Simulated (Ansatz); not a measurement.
Program: Ansatz. Geometries: PBE0-D4/def2-TZVP. ΔE: electronic, gas phase. CCSD(T)/CBS is the MP2 limit (def2-TZVPP, def2-QZVPP) plus CCSD(T) − MP2 in def2-TZVPP, frozen cores. DFT in def2-TZVPP. B3LYP here is the variant with VWN-RPA as its local correlation; programs differ in this. Each species was taken in one conformer, which may not be the lowest.

Consider the ligand exchange at the Si–C bond: `O[SiH2]/C=C/[SiH3]` + `OC1[SiH2]S1` → `[SiH3]OC1[SiH2]S1` + `C=C[SiH2]O`.

`O[SiH2]/C=C/[SiH3]`:

```xyz
13

O     2.115   -1.499    0.871
Si    2.103   -0.225   -0.174
C     0.375    0.422   -0.422
C    -0.707   -0.168    0.098
Si   -2.445    0.463   -0.133
H     2.025   -1.306    1.805
H     2.658   -0.736   -1.451
H     2.963    0.887    0.323
H     0.239    1.328   -1.017
H    -0.561   -1.076    0.685
H    -3.073    0.764    1.183
H    -3.290   -0.556   -0.812
H    -2.403    1.701   -0.955
```

`OC1[SiH2]S1`:

```xyz
8

O    -1.358    0.809    0.535
C    -0.449    0.294   -0.365
Si    0.843   -0.874    0.254
S     1.279    1.066   -0.383
H    -1.645    1.677    0.233
H    -0.815    0.213   -1.388
H     0.865   -1.173    1.701
H     1.279   -2.013   -0.586
```

`[SiH3]OC1[SiH2]S1`:

Cartesian coordinates in Å:
```
Si 1.119 -1.093 1.027
O -0.473 -0.877 0.639
C -0.946 0.365 0.238
Si -0.616 1.041 -1.470
S -2.461 0.304 -0.824
H 1.280 -2.535 1.311
H 1.491 -0.283 2.218
H 1.977 -0.669 -0.113
H -1.093 1.049 1.074
H -0.463 2.494 -1.709
H 0.184 0.205 -2.391
```

`C=C[SiH2]O`:

Z-matrix (Å, degrees):
```
Si
C 1 1.857
O 1 1.649 2 111.4
H 1 1.491 2 108.7 3 122.7
H 1 1.484 2 111.0 3 -117.5
C 2 1.330 1 122.9 3 6.6
H 2 1.090 1 118.9 3 -173.1
H 3 0.958 1 117.3 2 72.7
H 6 1.087 2 121.4 1 0.7
H 6 1.086 2 122.4 1 -179.7
```

```
             level  ΔE (kJ/mol)  difference from CCSD(T)/CBS
           PBE0-D4        -71.9                          8.9
          B3LYP-D4        -81.6                         -0.8
           ωB97X-V        -80.3                          0.5
            B2PLYP        -81.8                         -1.0
              PBE0        -70.3                         10.5
             B3LYP        -78.9                          1.9
     HF/def2-TZVPP        -91.0                        -10.2
    MP2/def2-TZVPP        -83.0                         -2.2
CCSD(T)/def2-TZVPP        -80.8                          0.0
SCS-MP2/def2-QZVPP        -85.6                         -4.8
       CCSD(T)/CBS        -80.8                            0
```

Largest T1 diagnostic among the species: 0.014.

In def2-TZVPP, CCSD(T) changes the Hartree–Fock value by +10.2 kJ/mol (the triples alone add +1.7 kJ/mol) and MP2 by +8.0 kJ/mol. From PBE to PBE0 (25 % exact exchange), in def2-TZVPP and without D4, ΔE moves by −4.2 kJ/mol.

CCSD(T)/CBS has its own doubt, a few kJ/mol and more with outer-core shells, so smaller differences from it don't rank the levels.
